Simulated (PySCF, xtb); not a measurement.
ClH2NSn, SMILES [NH2][Sn][Cl] (connectivity only; charge and spin as stated), neutral, multiplicity 1. One conformer was computed; it need not be the lowest.

Harmonic wavenumbers (cm⁻¹) from GFN2-xTB run with xtb at its own minimum, in rising order: 135, 312, 325, 404, 486, 529, 1479, 3414, 3440.

Question: What does B3LYP-D3(BJ)/def2-TZVP (PySCF) give at its own minimum? (An estimate is asked for; the answer gives what the named calculation found.)

Answer: 159, 321, 367, 449, 599, 646, 1538, 3528, 3642. Paired by order, the mean absolute difference is 81 cm⁻¹ and the zero-point energies are 15.0 and 16.1 kcal/mol.
